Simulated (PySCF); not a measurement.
## Core-level binding energies of `CC(=S)[C@@H]1CN[SiH2]C1`

Species: C5H11NSSi.
Atom-mapped SMILES: `[CH3:1][C:2](=[S:3])[C@@H:4]1[CH2:5][NH:6][SiH2:7][CH2:8]1`

Geometry (PBE0-D3(BJ)/def2-SVP, Å), atoms numbered from 1 in this order:
```
atom  x, y, z in Å
C1    -3.0502    0.3740    0.8545
C2    -1.9802   -0.6696    0.7902
S3    -2.2363   -2.1980    1.2943
C4    -0.6549   -0.1789    0.2643
C5     0.1926   -1.2148   -0.4802
N6     1.5106   -0.6270   -0.6366
Si7    1.9343    0.4678    0.6389
C8     0.2095    0.3920    1.4171
H9    -3.3401    0.6604   -0.1718
H10   -3.9359    0.0125    1.3898
H11   -2.6679    1.2900    1.3349
H12   -0.8559    0.6533   -0.4352
H13   -0.2679   -1.4386   -1.4585
H14    0.1892   -2.1570    0.1003
H15    2.1454   -1.1048   -1.2611
H16    2.3478    1.8246    0.1555
H17    3.0028    0.0025    1.5829
H18    0.2242   -0.3284    2.2520
H19   -0.1752    1.3473    1.8033
```

Level of theory: delta-SCF UKS SCAN, pcX-2 on the ionised atom, pcseg-1 elsewhere, spin-free X2C (PySCF). Vertical ΔSCF values, vacuum level as zero.

Question: List the computed XPS lines with their assignment.

Answer: 
```json
{"atom(s)": "C1", "bonded to": "C and 3 H", "level": "C 1s", "binding energy (eV)": "291.00", "2p1/2 (eV)": "–", "above the level's lowest (eV)": "+0.81", "count": "1"}
{"atom(s)": "S3", "bonded to": "C (double bond)", "level": "S 1s", "binding energy (eV)": "2475.90", "2p1/2 (eV)": "–", "above the level's lowest (eV)": "0.00", "count": "1"}
{"atom(s)": "C4", "bonded to": "3 C and H", "level": "C 1s", "binding energy (eV)": "290.92", "2p1/2 (eV)": "–", "above the level's lowest (eV)": "+0.73", "count": "1"}
{"atom(s)": "C5", "bonded to": "N, C and 2 H", "level": "C 1s", "binding energy (eV)": "291.28", "2p1/2 (eV)": "–", "above the level's lowest (eV)": "+1.09", "count": "1"}
{"atom(s)": "N6", "bonded to": "C, H and Si", "level": "N 1s", "binding energy (eV)": "404.23", "2p1/2 (eV)": "–", "above the level's lowest (eV)": "0.00", "count": "1"}
{"atom(s)": "Si7", "bonded to": "N, C and 2 H", "level": "Si 2p3/2", "binding energy (eV)": "106.64", "2p1/2 (eV)": "107.27", "above the level's lowest (eV)": "0.00", "count": "1"}
{"atom(s)": "Si7", "bonded to": "N, C and 2 H", "level": "Si 1s", "binding energy (eV)": "1846.49", "2p1/2 (eV)": "–", "above the level's lowest (eV)": "0.00", "count": "1"}
{"atom(s)": "C8", "bonded to": "C, 2 H and Si", "level": "C 1s", "binding energy (eV)": "290.19", "2p1/2 (eV)": "–", "above the level's lowest (eV)": "0.00", "count": "1"}
```

Lowest listed C 1s: C8, bonded to C, 2 H and Si. Highest, 1.09 eV above it: C5, bonded to N, C and 2 H. The widest gap between neighbouring values is 0.73 eV, between 290.19 and 290.92 eV. Summing the Pauling electronegativity differences to the bonded atoms, each weighted by its formal bond order, gives -1.35 for the lowest site and -0.21 for the highest; no listed site has a larger sum than the highest.

Question: What is the longest wavelength that can ionise N 1s of N6 vertically?

Answer: λ = hc/E = 12398.42 eV Å / 404.23 eV = 30.672 Å.

The list is incomplete; no value stands for C 1s of C2 (hole states with ⟨S²⟩ of 1 or more are left out). The 2p values aren't plain energy differences: one relaxed spin-free 2p hole is combined with a matrix within the shell (ground-state 2p orbital-energy differences and spin–orbit coupling). 2p3/2, the mean of its two sublevels, lies a third of the splitting below the shell's mean and 2p1/2 two thirds above it; the statistical areas are 2:1. 2p1/2 minus 2p3/2 (ligand field included): Si 0.62 eV. The structure is a single PBE0-D3(BJ)/def2-SVP conformer in the gas phase; no vibrational or solvent corrections.

Time: 7.3 min of wall time; peak memory 0.68 GiB. Hardware: one thread of an AMD EPYC, no GPU, on a shared host.
